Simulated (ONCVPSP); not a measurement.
**nitrogen: one change to an ONCV potential, before and after**

| Item | Value |
| --- | --- |
| Element | N |
| Generator | ONCVPSP 4.0.1 |
| Type | optimised norm-conserving Vanderbilt (ONCV) |
| Functional | revPBE |
| Relativity | scalar-relativistic |
| Frozen core | [He] |
| Valence charge | 5 |
| Reference configuration | 2s2 (charge +3) |
| Partial waves | 2s: rc 1.05 bohr, ncon 4, nbas 7, qcut 7 1/bohr, 2 projectors, debl 3.8 Ha; p scattering state at 0.06 Ha: rc 0.95 bohr, ncon 4, nbas 8, qcut 9.7 1/bohr, 1 projector; d scattering state at 0.44 Ha: rc 0.85 bohr, ncon 4, nbas 8, qcut 9.9 1/bohr, 2 projectors, debl 3.1 Ha |
| Local potential | polynomial inside 0.80 bohr (lpopt 4, dvloc0 0 Ha) |
| Core correction | Teter function, fcfact 2.25, rcfact 1.7 |

In the p channel the program set the typed energies aside and used 0.050 Ha.

All-electron outer shells of the reference configuration (revPBE, scalar-relativistic, ld1.x):

```csv
shell,level (eV),outermost node (bohr),outermost maximum (bohr)
1s,-451.07,–,0.15
2s,-68.16,0.31,0.92
```

Change: local potential polynomial inside 0.55 bohr (lpopt 5, dvloc0 6 Ha).

Cutoffs: the cutoffs (Ha) at which the residual kinetic energy of the hardest occupied pseudo-wave falls to 1 and 0.1 mHa per electron; they do not see the model core or the augmentation charge, which bear on the density cutoff. Errors are all-electron minus pseudo energies relative to the spin-unpolarised reference configuration.

Task: Predict the effect on cutoff, ghosts and configuration errors.

Result: The potential gets neither clearly harder nor softer (39 Ha and 100 Ha → 39 Ha and 100 Ha); a bound ghost appears in d, which as a rule spoils a file; of the 4 tests that both files solve, the error grows in 0 and shrinks in 4 by more than 15 % and 0.3 meV (median size 325.2 → 204.1 meV). In the separable form a ghost depends on how the local part lies against the semilocal potential of the channel, so the choice of the local part can create or remove one.

```csv
quantity,base,changed
"cutoff, loose",39 Ha,39 Ha
"cutoff, tight",100 Ha,100 Ha
bound ghosts,none,d
GHOST(+) flags under 300 eV,none,none
"error for 2s2 2p3, meV [ΔE -89.29 eV]",-389,-243
"error for 2s2 2p2, meV [ΔE -75.76 eV]",-299,-189
"error for 2s2 2p1, meV [ΔE -46.97 eV]",-173,-113
"error for 2s2 2p2.5, meV [ΔE -84.23 eV]",-351,-219
s: phases at 1.06 bohr within 0.05 rad from the reference energy up to (Ha; the scan ends near 5),to the end of the scan,to the end of the scan
p: phases at 0.96 bohr within 0.05 rad from the reference energy up to (Ha; the scan ends near 5),to the end of the scan,to the end of the scan
d: phases at 0.86 bohr within 0.05 rad from the reference energy up to (Ha; the scan ends near 5),to the end of the scan,to the end of the scan
"rms error of d²Exc/dni dnj with the model core, mHa",4.53,4.53
```

 A true bound ghost makes a file unfit for plane-wave use even where its test errors are small: the radial tests pick states by their node count and pass the ghost by.
